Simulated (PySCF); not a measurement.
**Electric field gradients and quadrupole coupling constants**

Compound: C6H12FNSi2.
Atom-mapped SMILES: `[CH2:1]=[CH:2][C@@H:3]1[CH:4]=[C:5]([N:6]([SiH3:7])[SiH3:8])[C@@H:9]1[F:10]` (hydrogens: H11, H12 on C1; H13 on C2; H14 on C3; H15 on C4; H16, H17, H18 on Si7; H19, H20, H21 on Si8; H22 on C9)

Cartesian coordinates in Å at the GFN2-xTB level; atoms count from 1:
```
atom  x, y, z in Å
C1     2.976   -0.379    1.057
C2     2.830   -0.166   -0.237
C3     1.672    0.556   -0.845
C4     0.645    1.153    0.089
C5    -0.331    0.304   -0.261
N6    -1.632    0.087    0.100
Si7   -2.272    1.159    1.331
Si8   -2.425   -1.334   -0.558
C9     0.506   -0.377   -1.310
F10    0.714   -1.727   -1.146
H11    3.819   -0.920    1.453
H12    2.253   -0.021    1.771
H13    3.555   -0.544   -0.945
H14    2.023    1.219   -1.644
H15    0.709    1.978    0.772
H16   -1.485    0.995    2.555
H17   -2.160    2.527    0.821
H18   -3.661    0.760    1.524
H19   -2.254   -1.306   -2.012
H20   -3.830   -1.167   -0.202
H21   -1.843   -2.537    0.032
H22    0.183   -0.239   -2.347
```

Field gradients from the PBE0/pcSseg-1 density (PySCF, non-relativistic), principal values in atomic units, ordered |Vxx| ≤ |Vyy| ≤ |Vzz|:

```tsv
atom	Vxx	Vyy	Vzz
N6	0.1419	0.5029	-0.6448
```

Q: Find the asymmetry η = (Vxx − Vyy)/Vzz and the couplings χ = eQV/h (234.96 MHz × Q in barn × V in au), with Q(14N) = 0.02044 b.

A: 
```tsv
atom	environment	nucleus	η	χzz (MHz)	χxx (MHz)	χyy (MHz)
N6	nitrogen bridging silicon atoms	14N	0.56	-3.097	0.681	2.415
```

Q: What is Vzz at N6 in SI units (1 au = 9.71736 × 10²¹ V/m²)?

A: -0.6448 au = -6.265 × 10²¹ V/m².

Q: And the gradient at the other heavy atoms, for which no coupling is worked out here?

A: 
```csv
atom,environment,Vzz (au),η
C1,terminal =CH2 carbon,0.311,0.40
C2,alkene CH carbon,0.310,0.62
C3,allylic carbon,-0.076,0.76
C4,alkene CH carbon,-0.136,0.92
C5,vinylic carbon bearing nitrogen,-0.280,0.51
Si7,SiH3 silicon,0.473,0.04
Si8,SiH3 silicon,0.505,0.15
C9,sp3 C–F carbon,0.501,0.17
F10,alkyl fluorine,2.963,0.09
```

Q: What couplings would deuterons (Q(2H) = 0.00286 b) have in place of the hydrogens, at this geometry?

A: 
```json
{"atom": "H11", "bonded to": "C1", "bond length (Å)": "1.076", "Vzz (au)": "0.3394", "η": "0.05", "χzz (kHz)": "228"}
{"atom": "H12", "bonded to": "C1", "bond length (Å)": "1.077", "Vzz (au)": "0.3352", "η": "0.05", "χzz (kHz)": "225"}
{"atom": "H13", "bonded to": "C2", "bond length (Å)": "1.082", "Vzz (au)": "0.3241", "η": "0.06", "χzz (kHz)": "218"}
{"atom": "H14", "bonded to": "C3", "bond length (Å)": "1.096", "Vzz (au)": "0.2970", "η": "0.02", "χzz (kHz)": "200"}
{"atom": "H15", "bonded to": "C4", "bond length (Å)": "1.072", "Vzz (au)": "0.3494", "η": "0.07", "χzz (kHz)": "235"}
{"atom": "H16", "bonded to": "Si7", "bond length (Å)": "1.464", "Vzz (au)": "0.1600", "η": "0.02", "χzz (kHz)": "108"}
{"atom": "H17", "bonded to": "Si7", "bond length (Å)": "1.464", "Vzz (au)": "0.1599", "η": "0.02", "χzz (kHz)": "107"}
{"atom": "H18", "bonded to": "Si7", "bond length (Å)": "1.457", "Vzz (au)": "0.1643", "η": "0.05", "χzz (kHz)": "110"}
{"atom": "H19", "bonded to": "Si8", "bond length (Å)": "1.464", "Vzz (au)": "0.1597", "η": "0.05", "χzz (kHz)": "107"}
{"atom": "H20", "bonded to": "Si8", "bond length (Å)": "1.459", "Vzz (au)": "0.1626", "η": "0.05", "χzz (kHz)": "109"}
{"atom": "H21", "bonded to": "Si8", "bond length (Å)": "1.461", "Vzz (au)": "0.1618", "η": "0.03", "χzz (kHz)": "109"}
{"atom": "H22", "bonded to": "C9", "bond length (Å)": "1.095", "Vzz (au)": "0.2903", "η": "0.07", "χzz (kHz)": "195"}
```

The structure is a single GFN2-xTB conformer in the gas phase; no vibrational or solvent corrections. GFN2-xTB bond lengths can be off by several hundredths of an ångström, more for odd bonds, and the gradients follow them. The basis is small and wasn't made for field gradients, so the couplings can be 20 % off.
